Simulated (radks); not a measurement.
The numbers below are computed, except where a source is named.
Orbital eigenvalues (eV) of the rhodium ion Rh19+, [Ar] 3d8, of relativity; Dirac values are averaged over j with weights 2j + 1. Spin-unpolarised spherical Kohn-Sham, PBE, point nucleus unless stated (finite: rms radius 4.4945 fm), a radial shooting solver on a logarithmic mesh with Libxc functionals. A level marked "c x" has the speed of light scaled by that factor and shares open shells by 2j + 1; other Dirac levels either fill j = l - 1/2 first or share by 2j + 1.

| shell | non-rel. |
|---|---|
| 1s | -22955 |
| 2s | -3753.1 |
| 2p | -3523.8 |
| 3s | -1087.4 |
| 3p | -997.27 |
| 3d | -834.92 |

Give the values at the level "Dirac, c x 5".

Answer. 
shell  Dirac, c x 5  change of magnitude (%)
1s           -22980                    +0.11
2s          -3759.1                    +0.16
2p          -3525.6                    +0.05
3s          -1088.7                    +0.12
3p          -997.73                    +0.05
3d          -834.83                    -0.01
